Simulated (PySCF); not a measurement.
O$_{2}$Ti, charge +1, doublet, at a GFN2-xTB geometry (such geometries of metal compounds can be far from the true shape) (the multiplicity is a formal guess). Base run: B3LYP/pcseg-1 in PySCF.

Input for PySCF:
```python
from pyscf import gto, scf, dft

mol = gto.Mole()
mol.atom = '''
    Ti    0.30137621    0.05766473    0.36104120
    O     0.50471034    0.08192814   -1.28939438
    O    -1.33349493   -0.24050615    0.29653107
'''
mol.basis = 'pcseg-1'
mol.charge = 1
mol.spin = 1
mol.verbose = 4
mol.build()

mf = dft.UKS(mol)
mf.xc = 'b3lyp'
mf.kernel()
mf.analyze()
```

The base run was repeated with changes; each row names its change, and settings that it needs were set with it.

```
change                                       ΔE vs base (mEh)  SCF cycles  <S^2>        outcome
-------------------------------------------  ----------------  ----------  -----  -------------
base                                                    0.000          16  0.818      converged
conv_tol_grad = 1e-3                                    0.000          16  0.818      converged
damp = 0.5; diis_start_cycle = 5                        0.000          37  0.818      converged
init_guess = 1e                                         0.000          29  0.818      converged
diis_space = 20                                         0.000          16  0.818      converged
init_guess = atom                                       0.000          15  0.818      converged
conv_tol = 1e-4                                         0.002          11  0.817      converged
conv_tol = 1e-6                                         0.001          13  0.818      converged
diis = off (with mf.max_cycle = 100)                        -         100      -  not converged
conv_tol = 1e-7                                         0.000          14  0.818      converged
level_shift = 0.1 (with mf.max_cycle = 100)             0.000          19  0.818      converged
init_guess = vsap                                       0.000          20  0.818      converged
conv_tol_grad = 1e-7                                    0.000          21  0.818      converged
```

Open shells are given as the SCF converged; they aren't shown to be the lowest states, and a large step between rows can be another state.
